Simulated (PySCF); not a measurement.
Species: hydrogen selenide, H2Se.
Structure used (PBE0-D3(BJ)/def2-TZVP), in Å, numbered top down from 1:
```
atom  x, y, z in Å
Se1   -0.1448    0.6703   -0.0423
H2    -1.2217   -0.3260   -0.0636
H3     0.8731   -0.3845   -0.0668
```

Computed, not measured: PySCF, TDDFT CAM-B3LYP/aug-cc-pVTZ, vertical, gas phase, core orbitals frozen in the response. Geometry: PBE0-D3(BJ)/def2-TZVP; no solvent, vibrations or thermal averaging. The CAM-B3LYP/aug-cc-pVTZ calculation is non-relativistic and has no spin–orbit coupling, an omission that weighs most on selenium.

Transition dipole moments from the ground state, in atomic units and in the frame of the coordinates above (overall signs are arbitrary), for the states with f of 0.002 or more among the lowest 7:

```
state  E (hartree)      μx      μy      μz
   S2       0.1994  -0.001   0.014  -0.638
   S5       0.2809  -0.005  -0.147  -0.003
   S6       0.2880  -0.001   0.015  -0.688
   S7       0.3105   0.023   0.735   0.016
```

Task: What oscillator strength does each state have?

Result: f = (2/3) ΔE |μ|² with ΔE in hartree (27.2114 eV).

```csv
state,|μ|² (au),|μ| (D),f
S2,0.407,1.62,0.054
S5,0.022,0.37,0.004
S6,0.474,1.75,0.091
S7,0.541,1.87,0.112
```

Task: What is the point group, and which symmetry does each of these states have?

Result: C2v. From a totally symmetric ground state, an allowed state transforms like the component of the dipole operator along its μ. Polarised along the twofold axis, so A1: S5 and S7. Polarised across the twofold axis, so B1 or B2: S2 and S6. Which of B1 and B2 hangs on the choice of axes; all of these are parallel and share one label.

Task: All atoms lie in one plane. Which transitions are polarised in it and which across it?

Result: In the plane: S5 and S7. Perpendicular: S2 and S6. In-plane polarisation joins two orbitals of the same parity under reflection in the plane (π with π, or σ with σ, in-plane lone pairs counted as σ); perpendicular polarisation joins orbitals of opposite parity.

Task: What angle do the transition dipoles of S6 and S7 make?

Result: |cos θ| = |μa·μb| / (|μa| |μb|) = 0.00, so θ ≈ 90° (taken between 0 and 90°, since the signs are arbitrary).

Task: How is the summed strength of these states shared among x, y and z?

Result: (2/3) Σ ΔE μα² gives 0.000 for x, 0.116 for y and 0.145 for z, 0.261 in all.

Task: What peak molar absorption coefficient would the strongest computed level give as a lone Gaussian band 0.5 eV wide at half height?

Result: ε(max) = 2.175×10⁸ f / FWHM, with the width in cm⁻¹. S7: 2.175×10⁸ × 0.1121 / 4033 ≈ 6000 L mol⁻¹ cm⁻¹.

Hardware: one thread of an Arm Neoverse N1, shared host. Cost: 4.6 s wall, 0.40 GiB resident at most.
